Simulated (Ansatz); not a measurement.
Ansatz (a first-principles code) input:
A basis named .json is the Basis Set Exchange file of that set.

Ansatz 0.2 input:
```yaml
crystal:
  periodic: [false, false, false]
  atoms:
    - {symbol: C, position_ang: [-2.40749382, 0.60762864, 0.39750895]}
    - {symbol: C, position_ang: [-1.03145716, 0.14057155, -0.02906301]}
    - {symbol: C, position_ang: [0.04911003, 0.43526672, 1.01927964]}
    - {symbol: C, position_ang: [1.42849429, 0.08156540, 0.61439705]}
    - {symbol: Cl, position_ang: [2.19714696, 1.01010182, -0.60745327]}
    - {symbol: Cl, position_ang: [-1.07336605, -1.65078014, -0.36422628]}
    - {symbol: H, position_ang: [-2.39592804, 1.69032587, 0.54590849]}
    - {symbol: H, position_ang: [-3.15174643, 0.37143327, -0.36155315]}
    - {symbol: H, position_ang: [-2.70597703, 0.13323149, 1.33327430]}
    - {symbol: H, position_ang: [-0.74681142, 0.58626009, -0.98012151]}
    - {symbol: H, position_ang: [-0.19886865, -0.10220012, 1.93792142]}
    - {symbol: H, position_ang: [-0.00774642, 1.50769419, 1.23799819]}
    - {symbol: H, position_ang: [1.87088274, -0.88540728, 0.79238894]}
basis:
  gaussian:
    orbitals: cc-pwCVTZ.json
magnetization: {spin_polarized: true, initial_magnetization: 1}
correlation: {method: ccsd_t, frozen_orbitals: {C: 0, Cl: 1, H: 0}}
```

**Question.** What final total energy does it print?

**Answer.** -1076.52264 Eh (CCSD(T,core; 1s of Na to Cl frozen)/cc-pwCVTZ).

It need not be the lowest isomer of its formula.
